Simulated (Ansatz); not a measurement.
Program: Ansatz. Geometries: PBE0-D4/def2-TZVP. ΔE: electronic, gas phase. CBS: MP2 limit from def2 TZ/QZ plus the TZ coupled-cluster correction, frozen cores. This one scheme is used for every species. DFT in def2-TZVPP. B3LYP here is the variant with VWN-RPA as its local correlation; programs differ in this. Elements past krypton have def2 core potentials. For Sb outer-core shells are correlated without core-valence functions, which leaves a few kJ/mol of doubt a bond. One conformer a species, not always the lowest.

Consider the cleavage of the Si–B bond: `N[B]([SiH3])[SbH2]` + H₂S → `[SiH3]S` + `N[BH][SbH2]`.

```json
{"level": "ωB97X-V", "ΔE (kJ/mol)": "-66.1"}
{"level": "PBE", "ΔE (kJ/mol)": "-60.8"}
{"level": "PBE0", "ΔE (kJ/mol)": "-65.1"}
{"level": "B3LYP", "ΔE (kJ/mol)": "-69.4"}
{"level": "BHLYP", "ΔE (kJ/mol)": "-74.4"}
{"level": "CCSD/def2-SVP", "ΔE (kJ/mol)": "-55.5"}
{"level": "SCS-MP2/def2-TZVPP", "ΔE (kJ/mol)": "-69.7"}
{"level": "CCSD(T)/def2-TZVPP", "ΔE (kJ/mol)": "-62.3"}
```

Task: What does CCSD(T)/CBS give? (Best estimate.)

Result: The calculation gave: -63.8 kJ/mol. The listed levels differ from it by -2.3, 3.0, -1.3, -5.6, -10.6, 8.3, -5.9, 1.5 kJ/mol.

Largest T1 diagnostic among the species: 0.014.

The D4 term adds +6.4 kJ/mol with B3LYP and +3.8 kJ/mol with PBE0; it sums over pairs of atoms, weighted by their polarisabilities, and B3LYP, whose exchange is more repulsive, gets the larger term. Leaving LDA and LC-ωPBE aside and taking each functional with its dispersion term where it has one, the values, not all of them listed here, spread over 13.3 kJ/mol, from B2PLYP to revPBE-D4. LDA lies +5.2 kJ/mol from PBE without D4.
